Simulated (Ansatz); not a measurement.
Born–Oppenheimer molecular dynamics of F₃H₃O₃W (10 atoms, charge 0, multiplicity 1). It starts from a relaxed structure.

The calculation used Ansatz, RHF/def2-SVP.

```json
{
 "ensemble": "NVT, Langevin thermostat",
 "time step": "0.5 fs",
 "steps asked": "300",
 "set temperature": "2000 K",
 "friction": "0.005 /fs",
 "seed": "990541"
}
```

First frame:

```xyz
10
Properties=species:S:1:pos:R:3
W -0.173 -0.147 0.293
O -0.087 -0.073 2.129
H -0.001 0.599 2.790
F 1.683 -0.130 0.060
F -0.025 1.717 0.355
O -2.010 -0.150 0.229
H -2.687 -0.084 -0.430
O -0.024 -1.979 0.211
H 0.676 -2.609 0.108
F -0.247 0.081 -1.562
```

Problem. How far do the bonds stretch over the last three quarters of this one trajectory? (Pairs bonded in most of those frames.)

Solution. 
```csv
bond,mean (Å),spread (Å),shortest,longest
W1–O2,1.861,0.081,1.72,1.98
W1–F4,1.875,0.072,1.75,2.01
W1–F5,1.878,0.051,1.77,1.98
W1–O6,1.865,0.066,1.75,1.98
W1–O8,1.840,0.044,1.77,1.93
W1–F10,1.880,0.057,1.79,1.99
O2–H3,0.972,0.083,0.84,1.09
O6–H7,0.957,0.043,0.88,1.04
O8–H9,0.958,0.042,0.87,1.04
```

Pairs bonded in part of these frames only: W1–H3 12 %, W1–H9 8 %.

Mean temperature of the second half: 1042 K. The mean temperature of the second half is 48 % below the set value. A run of 0.15 ps of so small a system gives no equilibrium averages.

Time of the run: 9.9 min on 2 threads of Arm Neoverse V2, on a shared host, peak memory 0.33 GiB.
